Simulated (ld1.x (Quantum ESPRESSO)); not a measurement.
I, TM: configuration errors across variants

| Item | Value |
| --- | --- |
| Element | I |
| Generator | ld1.x (Quantum ESPRESSO) 7.5 |
| Type | norm-conserving Troullier–Martins (Kleinman–Bylander form) |
| Functional | Wu–Cohen |
| Relativity | fully relativistic |
| Frozen core | [Kr] 4d10 |
| Valence charge | 7 |
| Reference configuration | 5s1 5p6 |
| Partial waves | 5s (bound): rc 1.45 bohr; 5p (bound): rc 1.80 bohr |
| Local potential | all-electron potential smoothed inside 1.25 bohr (lloc = -2) |
| Core correction | Bessel-smoothed model core, default radius (core density twice the valence density) |

Open shells are filled in proportion to 2j + 1 (rel_dist='average').

All-electron excitation energies from the reference (eV): (1) 5s2 5p5 -10.408; (2) 5s2 5p4 0.774; (3) 5s2 5p3 20.705; (4) 5s1 5p5 11.747; (5) 5s2 5p1 89.748; (6) 5s2 5p4.5 -5.855; (7) 5s2 5p5.3 -12.201.

A true bound ghost makes a file unfit for plane-wave use even where its test errors are small: the radial tests pick states by their node count and pass the ghost by.

Errors AE − PS in meV (a dash: test not solved or not reliable):

```csv
change,(1),(2),(3),(4),(5),(6),(7),bound ghosts
base,-10,-8.4,+2.1,+5.5,-71,-11,-9.1,"s, d"
wave 5p (bound): rc 1.80 bohr becomes 5p (bound): rc 1.20 bohr,-39,-50,-77,+7.3,-552,-44,-37,"p1/2, p3/2, s, d"
wave 5p (bound): rc 1.80 bohr becomes 5p (bound): rc 1.56 bohr,-3.1,-2.1,+13,+8.7,-52,-4.6,-0.8,"s, d"
wave 5p (bound): rc 1.80 bohr becomes 5p (bound): rc 1.90 bohr,-12,-10,-0.3,+5.0,-73,-13,-11,"s, d"
wave 5p (bound): rc 1.80 bohr becomes 5p (bound): rc 2.10 bohr,-13,-11,-1.4,+4.7,-73,-13,-12,"s, d"
wave 5p (bound): rc 1.80 bohr becomes 5p (bound): rc 2.26 bohr,-11,-9.4,-0.3,+5.0,-80,-12,-10,"s, d"
wave 5p (bound): rc 1.80 bohr becomes 5p (bound): rc 2.46 bohr,-6.1,-5.7,+1.1,+5.9,-114,-7.2,-4.4,"s, d"
wave 5p (bound): rc 1.80 bohr becomes 5p (bound): rc 2.64 bohr,-0.6,-2.6,-0.4,+6.8,-167,-2.8,+1.7,"s, d"
```

(1) Give the same row for: wave 5p (bound): rc 1.80 bohr becomes 5p (bound): rc 1.38 bohr.

Results:

(1) -5.0, -4.6, +13, +12, -91, -7.0, -2.4; bound ghosts: s, d.
